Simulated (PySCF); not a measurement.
**Working out the excitation energy of Ca**

Ca [Ar] 4s2 (1S) → Ca [Ar] 4p2 (3P). Calculation: PySCF 2.14, in x2c-TZVPPall with one added diffuse shell each of s, p, d type (7s6p4d, 45 functions); the spin-free X2C one-electron Hamiltonian (Gaussian nucleus). Frozen: [Ne]. Energies in hartree (1 hartree = 27.21139 eV):

| part | Ca (lower) | Ca (upper) |
| --- | --- | --- |
| UHF | -679.620222 | -679.466440 |
| MP2 opposite-spin | -0.146520 | -0.121869 |
| MP2 same-spin | -0.055685 | -0.053896 |

Problem. What does Hartree-Fock give?

Solution. (-679.466440) − (-679.620222) = 0.153782 hartree = 4.185 eV.

Problem. What do MP2 and SCS-MP2 (6/5 opposite-spin, 1/3 same-spin) give?

Solution. The opposite-spin parts differ by 0.671 eV and the same-spin parts by 0.049 eV. MP2: 4.185 + (0.671) + (0.049) = 4.905 eV. SCS-MP2: 4.185 + 1.2 × (0.671) + (0.049)/3 = 5.007 eV.

Measured between the centres of the two terms (NIST): 4.774 eV, so MP2 (valence and next inner shell) is off by 0.131 eV.

What remains against the reference includes basis incompleteness, the frozen core and correlation beyond second order.
